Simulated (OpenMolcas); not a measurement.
Se+: effect of the level shift or regulariser

| Property | Result |
| --- | --- |
| Program | OpenMolcas 26.06 |
| Basis | ANO-R1 [5s4p3d1f] |
| Scalar Hamiltonian | X2C, finite nucleus |
| Active space | 3 electrons in 3 orbitals (4p) |
| State averaging | 2S+1 = 4 odd, 1 root; 2S+1 = 2 odd, 8 roots |
| Spin-orbit coupling | state interaction with AMFI integrals over the reference wave functions, term energies averaged over their components |

Methods on the same reference wave functions:
A. CASSCF
B. SS-CASPT2, IPEA 0.25 Eh, imaginary shift 0.1 Eh (closed shells correlated: 3d 4s)
C. SS-CASPT2, IPEA 0.25 Eh, imaginary shift 0.3 Eh (closed shells correlated: 3d 4s)

Energies in eV above 4s² 4p³ ⁴S°_3/2, the measured ground level; measured values from NIST Handbook of Basic Atomic Spectroscopic Data.

| Level | A | B | C | Measured |
| --- | --- | --- | --- | --- |
| 4s² 4p³ ⁴S°_3/2 | 0.0000 | 0.0000 | 0.0000 | 0.0000 |
| 4s² 4p³ ²D°_3/2 | 2.1530 | 1.976 | 1.976 | 1.6326 |
| 4s² 4p³ ²D°_5/2 | 2.2036 | 2.034 | 2.034 | 1.7090 |
| 4s² 4p³ ²P°_1/2 | 3.6480 | 3.276 | 3.277 | 2.8564 |
| 4s² 4p³ ²P°_3/2 | 3.7163 | 3.354 | 3.355 | 2.9626 |

Deviations, from unrounded energies. A percentage is the sum of absolute deviations over the sum of measured energies, with the sign that they share, or ± where signs differ.

```json
{"Against measurement": "mean absolute deviation (cm-1)", "Levels": "4", "A": "5200", "B": "3000", "C": "3000"}
{"Against measurement": "other terms of the ground configuration (%)", "Levels": "4", "A": "+27.9", "B": "+16.1", "C": "+16.2"}
```

B, C lie about equally close to measurement and A furthest from it. The largest miss of B in the table is 4s² 4p³ ²P°_1/2, by +3400 cm-1. The ranking rests on the paired levels alone, and a cruder setting can come out closer through cancelling errors.

Between B and C the level of the table that moves most is 4s² 4p³ ²P°_1/2, by 6.5 cm-1 (lowest in B, highest in C). Moves below CASPT2's spread within the term are not significant.

The two smallest mean deviations differ by little beside CASPT2's spread within terms, so their order carries little weight.

From A to B the spin-free energies of the other terms of 4s² 4p³ shown, above ⁴S°, scale by factors of 0.90 to 0.92.

The lowest spin-free term lies below A's lowest term by 0.419 hartree in B, 0.418 hartree in C.

Term energies are means over components that CASPT2 splits; among the terms shown or strongly mixed into the levels shown the widest spread is 220 cm-1 (4s² 4p³ ²D°, B). With the s shell closed, the reference lacks s² → p² mixing. Without dynamic correlation excited terms often stand tens of per cent too high (terms of higher spin than the ground term too low), and those without a measured partner can miss by more than the paired ones (holds for A). Some terms miss by over 15 % even with CASPT2, which points to a basis or an active space too small for the shells correlated (holds for B; C). Measured partners are found by configuration, term and J. A level has none where our copy of the source lacks it or the pairing is in doubt (some pairs that miss far off the trend of their configuration count as doubtful), and it then counts in no deviation. Only configurations of the active space appear.

° marks odd parity.
